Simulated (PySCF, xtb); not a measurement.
Mg(H)(GeH3) (GeH₄Mg), SMILES [MgH][GeH3].

xtb with GFN2-xTB at its own geometry gives an orbital gap of 3.88 eV and a dipole moment of 2.98 D.

The structure is a stationary point at B3LYP-D3(BJ)/def2-TZVP.

Question: What does B3LYP/def2-TZVPD in PySCF give? (Estimate from the structure and the level; the computed values follow.)

Answer: gap 5.46 eV (levels -6.69 and -1.23 eV), dipole 0.81 D.
